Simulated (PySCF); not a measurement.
Re(O)3(OH) anion (HO4Re), SMILES [O]=[Re](=[O])(=[O])[OH] (connectivity only; charge and spin as stated), charge -1, multiplicity 2.

The structure is a stationary point at PBE-D3(BJ)/def2-SVPD. A frequency run showed that this geometry is not a minimum. The spin state was assumed, not searched. The isomer is the one that the SMILES or the coordinates give; other isomers of the formula were not compared. The def2 effective core potentials stand for the cores of Re; spin–orbit coupling is left out. One conformer was computed; it need not be the lowest.

Calculation: PBE-D3(BJ)/def2-SVPD run with PySCF 2.14.0.

Frequencies are harmonic and unscaled.

```
mode  ν (cm⁻¹)  IR (km/mol)  moving atoms (share of kinetic energy)
----  --------  -----------  --------------------------------------
1         187i         79.2                          H 55 %, O 42 %
2          186          3.0                         O 83 %, Re 12 %
3          228          1.6                 O 54 %, H 37 %, Re 10 %
4          259          6.1                         O 90 %, Re 10 %
5          275         18.9                         O 90 %, Re 10 %
6          334          4.9                                  O 95 %
7          535        162.2                          O 91 %, Re 8 %
8          771        101.5                           H 91 %, O 8 %
9          842        252.1                         O 89 %, Re 11 %
10         861        237.9                         O 89 %, Re 10 %
11         903         48.3                                  O 97 %
12        3774         66.9                                  H 94 %
```
